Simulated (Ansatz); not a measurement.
Coupled-cluster diagnostics for Mo(NH)2(OH)2 (MoN₂O₂H₄), Ansatz.

Geometry of the singlet (B3LYP-D4/def2-SVP):

| atom | x (Å) | y (Å) | z (Å) |
| --- | --- | --- | --- |
| Mo1 | -0.102 | 0.036 | -0.039 |
| N2 | 0.186 | -1.536 | 0.638 |
| H3 | 0.736 | -2.285 | 1.053 |
| N4 | 1.340 | 1.001 | -0.049 |
| H5 | 2.320 | 1.214 | 0.128 |
| O6 | -1.387 | 0.951 | 1.020 |
| H7 | -1.982 | 0.451 | 1.595 |
| O8 | -0.697 | -0.220 | -1.826 |
| H9 | -0.412 | 0.389 | -2.520 |

In the def2 sets Mo takes a core potential; there is no spin–orbit coupling. Correlated methods freeze 4 core orbitals; core or outer-core shells of Mo are correlated, in sets that lack core-valence functions.

(1) Estimate the CCSD(T) correlation energy, the shares of MP2 and (T), T1 and the reference's ⟨S²⟩ for: charge 0, singlet, own geometry in def2-TZVP; and the rough time on 4 threads of Arm Neoverse V1 on a shared host.

Answers

(1) 
```tsv
state	basis	correlation (eV)	MP2 share (%)	(T) share (%)	T1	⟨S²⟩ (pure)	wall time	remarks
charge 0, singlet, own geometry	def2-TZVP	-39.436	99.8	5.5	0.020	0.00 (0.00)	1.8 min	restricted SCF unstable
```
Customary marks for T1 are 0.02 (closed shells), 0.045 (open shells) and about 0.05 (3d metals). T1 exceeds 0.02 in 1 of 1 rows and 0.045 in 0; the higher it lies, the less the single-reference result can be trusted.
